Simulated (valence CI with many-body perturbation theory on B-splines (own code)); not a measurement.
**Level structure of Sb²⁺**

Level of theory: configuration interaction combined with many-body perturbation theory (CI+MBPT): three valence electrons over a frozen Dirac-Fock core [Kr] 4d10, radial functions for each j: 11 s, 11 p, 10 d, 8 f, 5 g, 2 h, with the one-electron correlation potential Σ1, the two-electron term Σ2, the three-electron term Σ3, Breit, model QED; selected CI, second order for the rest, scaled by the run's own slope (own B-spline code, finite nucleus).

Against 16 measured levels this calculation errs by 231 cm⁻¹ on average and by 795 at most. These come from a selection out of Moore, Atomic Energy Levels, vol. III, NSRDS-NBS 35 (1971 reprint of NBS Circular 467, 1958), an old analysis. Levels without a partner in it may be off by more. 1 measured level below the end of the list, from 163388 cm⁻¹ on, found no clear computed partner, and computed levels of the same name lie up to 1286 cm⁻¹ from them.

Levels 46 to 81 of 81, with energies above the lowest level, 5s²5p ²P°_1/2. "Leading %" is the weight of the configuration and term that name the level; weights of strongly mixed levels are sums over their largest components and can fall short. Lifetimes count E1, E2, E3, M1 and M2 decay at the calculated energies, and are blank where another channel may lead or the interval is too uncertain; long ones can be off by a factor of two.

```csv
No.,Configuration,Term,J,E (cm⁻¹),Leading %,Lifetime,g
46,5s²7d,²D,5/2,165535,95,2.50 ns,1.200
47,5s5p5d,⁴P°,5/2,165548,41,353 ps,1.495
48,5s5p5d,⁴P°,3/2,165994,73,302 ps,1.612
49,5s5p5d,⁴P°,1/2,166156,90,313 ps,2.514
50,5s5p5d,²F°,5/2,167351,89,345 ps,0.881
51,5s5p6s,²P°,3/2,168270,48,324 ps,1.315
52,5s²8p,²P°,1/2,169517,93,15.6 ns,0.666
53,5s²8p,²P°,3/2,170335,73,1.45 ns,1.301
54,5s5p5d,²D°,3/2,171213,44,216 ps,0.906
55,5s5p5d,²D°,5/2,171839,57,212 ps,1.201
56,5s5p5d,²F°,7/2,172708,75,345 ps,1.145
57,5s²6f,²F°,5/2,173678,89,4.52 ns,0.859
58,5s²6f,²F°,7/2,173886,72,2.07 ns,1.143
59,5s²6g,²G,9/2,175995,96,5.19 ns,1.111
60,5s²6g,²G,7/2,175996,96,5.20 ns,0.889
61,5s²6h,²H°,9/2,176159,96,7.22 ns,0.909
62,5s²6h,²H°,11/2,176159,96,7.22 ns,1.091
63,5s²9s,²S,1/2,176725,91,2.22 ns,1.921
64,5s5p6p,⁴D,1/2,176805,71,3.39 ns,0.274
65,5s²8d,²D,3/2,177127,94,4.35 ns,0.803
66,5s²8d,²D,5/2,177198,94,4.89 ns,1.201
67,5s5p6p,⁴D,3/2,178593,80,3.27 ns,1.230
68,5s²9p,²P°,1/2,179469,94,9.43 ns,0.666
69,5s²9p,²P°,3/2,179765,94,17.4 ns,1.334
70,5s5p6p,²P,3/2,180405,34,3.33 ns,1.509
71,5s5p6p,⁴P,1/2,180967,80,3.59 ns,2.372
72,5s5p6p,⁴D,5/2,181172,77,3.22 ns,1.396
73,5s5p6p,²P,1/2,181758,58,3.50 ns,0.822
74,5s²7f,²F°,7/2,181920,90,3.82 ns,1.143
75,5s²7f,²F°,5/2,181929,90,3.71 ns,0.857
76,5s5p5d,²P°,3/2,182859,41,205 ps,1.275
77,5s5p5d,²P°,1/2,183144,56,257 ps,0.663
78,5s²7g,²G,9/2,183491,96,9.15 ns,1.111
79,5s²7g,²G,7/2,183492,96,9.17 ns,0.889
80,5s5p6p,⁴P,3/2,183601,32,3.58 ns,1.283
81,5s²10s,²S,1/2,184006,96,3.48 ns,2.002
```

Names give the largest LS component (configuration and term), which can be under half, so a name can repeat, a term be missing and a line seem to break the LS rules; names also repeat where a configuration has a term twice.

Where two levels of one J and parity lie close, their mixing, g and order are uncertain.
